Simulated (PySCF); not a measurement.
Excitation energy of Ti by level of theory

Ti [Ar] 3d2 4s2 (3F) → Ti [Ar] 3d1 4s2 4p1 (high-spin determinant), as a difference of total energies. Computed with PySCF 2.14 in def2-QZVPPD (11s6p5d3f2g, 93 functions), with the non-relativistic Hamiltonian (point nucleus). Correlated levels: valence: [Ar] frozen; valence and next inner shell: [Ne] frozen. The calculations carry no spin-orbit coupling.

```
                            method  excitation energy (eV)
                               UHF                   4.738
                               LDA                   5.501
                               PBE                   5.395
                              PBE0                   5.247
                            r2SCAN                   5.601
                         BHandHLYP                   5.248
                         CAM-B3LYP                   5.327
                               M06                   4.976
                           wB97M-V                   5.309
                     MP2 (valence)                   4.613
MP2 (valence and next inner shell)                   4.727
```

Task: Estimate what SCS-MP2 (valence) gives.

Result: 4.507 eV, closest to MP2 (valence) among the rows shown.

Task: Estimate what SCS-MP2 (valence and next inner shell) gives.

Result: 4.658 eV, closest to MP2 (valence) among the rows shown.

A first-order spin-orbit estimate (lowest level to lowest level, LS coupling) adds -0.005 eV.

The determinant of the upper state mixes LS terms, which raises its energy above the lowest term, most at the Hartree-Fock and MP2 levels.
